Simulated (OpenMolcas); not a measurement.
A calculation on S V.

```yaml
Program: OpenMolcas
Method: CASSCF
Basis: ANO-RCC-VQZP [6s5p3d2f1g]
Scalar_Hamiltonian: DKH2, point nucleus
Active_space: 2 electrons in 8 orbitals (3s 3p 4s 4p)
State_averaging: 2S+1 = 3 even, 3 roots; 2S+1 = 1 even, 7 roots; 2S+1 = 3 odd, 3 roots; 2S+1 = 1 odd, 3 roots
Spin-orbit_coupling: state interaction with AMFI integrals over the reference wave functions, term energies averaged over their components
```

(1) Which level of the active space comes out lowest?

(2) How high does 3s 3p 3P* 0 lie?

(3) How high does 3p2 3P2 lie?

(4) How high does 3p2 1D2 lie?

Measured values: NIST levels in Podobedova, Kelleher and Wiese, J. Phys. Chem. Ref. Data 38, 171 (2009); Martin, Zalubas and Musgrove, J. Phys. Chem. Ref. Data 19, 821 (1990).

Answers

(1) 3s2 1S0, with 100 % of that term; it is also the measured ground level.

(2) 10.2771 eV above the lowest level; measured 10.2937 eV above the ground level, so the calculation is off by 0 %.

(3) 25.0935 eV above the lowest level; measured 24.9389 eV above the ground level, so the calculation is off by +1 %.

(4) 26.9514 eV above the lowest level; measured 24.0206 eV above the ground level, so the calculation is off by +12 %.

Active for correlation alone: 4p 4s; no level in the range computed is led by a configuration that fills them, so any true level of that kind is missing. The ¹D term of p² mixes with s d, which this space lacks. Computed and measured levels are paired by configuration, term and J; levels that our copy of the source lacks, or whose pairing is in doubt (as where it misses far off the trend of its configuration), stay unpaired and out of the deviations. Levels of configurations outside the active space are missing.

* marks odd parity.
